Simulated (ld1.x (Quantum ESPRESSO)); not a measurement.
terbium: variants of one TM potential

Base potential:

- Element: Tb (Z = 65)
- Generator: ld1.x (Quantum ESPRESSO) 7.5
- Type: norm-conserving Troullier–Martins (Kleinman–Bylander form)
- Functional: PBE
- Relativity: scalar-relativistic
- Frozen core: [Kr] 4d10 4f8
- Valence charge: 11
- Reference configuration: 5s2 5p6 5d1 6s1 6p0 (charge +1)
- Partial waves: 5p (bound): rc 2.25 bohr; 5d (bound): rc 2.85 bohr; 5s (bound): rc 1.80 bohr
- Local potential: the s channel
- Core correction: a·sin(br)/r model core inside 1.35 bohr

Occupied shells without a wave of their own: 6s. They enter only through the test configuration that unscreens the potential, and ld1.x also counts them in the model core charge.

All-electron outer shells of the reference configuration (PBE, scalar-relativistic, ld1.x):

| shell | level (eV) | outermost node (bohr) | outermost maximum (bohr) |
| --- | --- | --- | --- |
| 5s | -57.67 | 0.64 | 1.18 |
| 5p | -34.28 | 0.69 | 1.33 |
| 4f | -15.36 | – | 0.55 |
| 6s | -9.40 | 1.57 | 3.16 |
| 5d | -8.34 | 0.77 | 1.89 |
| 6p | -5.77 | 1.87 | 4.06 |

Cutoffs, loose and tight: the cutoffs (Ry, on a coarse ladder) from which the occupation-weighted sum of valence levels, in a spherical-Bessel basis at the reference potential, stays within 10 and 1 mRy of its value at 400 Ry. They do not see the model core or the augmentation charge, which bear on the density cutoff. Test errors are all-electron minus pseudo excitation energies from the reference, over the configurations 5s2 5p6 5d1 6s2 6p0; 5s2 5p6 5d1 6s0 6p0; 5s2 5p6 5d0 6s0 6p0; 5s2 5p6 5d0 6s2 6p1; 5s2 5p6 5d1 6s0 6p1; 5s2 5p6 5d0 6s2 6p0; 5s2 5p5 5d1 6s2 6p0. A dash means not determined; rows that change the core or the reference have their own tests.

With those shells counted twice in exchange and correlation these files are broken, and their errors move erratically; no question is asked of them.

| change | outcome | cutoff, loose | cutoff, tight | bound ghosts | largest test error (meV) |
| --- | --- | --- | --- | --- | --- |
| base | generated, misses its reference levels by 0.46 eV | 45 Ry | 70 Ry | none | -1176 |
| wave 5d (bound): rc 2.85 bohr becomes 5d (bound): rc 1.94 bohr | generated, misses its reference levels by 0.46 eV | 45 Ry | 70 Ry | none | -1180 |
| wave 5d (bound): rc 2.85 bohr becomes 5d (bound): rc 2.12 bohr | generated, misses its reference levels by 0.46 eV | 45 Ry | 70 Ry | none | -1180 |
| wave 5d (bound): rc 2.85 bohr becomes 5d (bound): rc 2.46 bohr | generated, misses its reference levels by 0.46 eV | 45 Ry | 70 Ry | none | -1180 |
| wave 5d (bound): rc 2.85 bohr becomes 5d (bound): rc 2.78 bohr | generated, misses its reference levels by 0.46 eV | 45 Ry | 70 Ry | none | -1177 |
| wave 5d (bound): rc 2.85 bohr becomes 5d (bound): rc 3.08 bohr | generated, misses its reference levels by 0.46 eV | 45 Ry | 70 Ry | none | -1168 |
| wave 5d (bound): rc 2.85 bohr becomes 5d (bound): rc 3.36 bohr | generated, misses its reference levels by 0.46 eV | 45 Ry | 70 Ry | none | -1153 |
| wave 5d (bound): rc 2.85 bohr becomes 5d (bound): rc 3.68 bohr | generated, misses its reference levels by 0.46 eV | 45 Ry | 70 Ry | none | -1116 |
| wave 5d (bound): rc 2.85 bohr becomes 5d (bound): rc 3.92 bohr | generated, misses its reference levels by 0.46 eV | 45 Ry | 70 Ry | none | -1070 |
| wave 5d (bound): rc 2.85 bohr becomes 5d (bound): rc 4.24 bohr | generated, misses its reference levels by 0.46 eV | 45 Ry | 70 Ry | none | -1002 |

Reading the sweep of the d radius (base included, trends over the rows without a ghost): The loose cutoff stays near 45 Ry. The median size of the test errors (rows with all tests solved) stays near 469.3 meV.
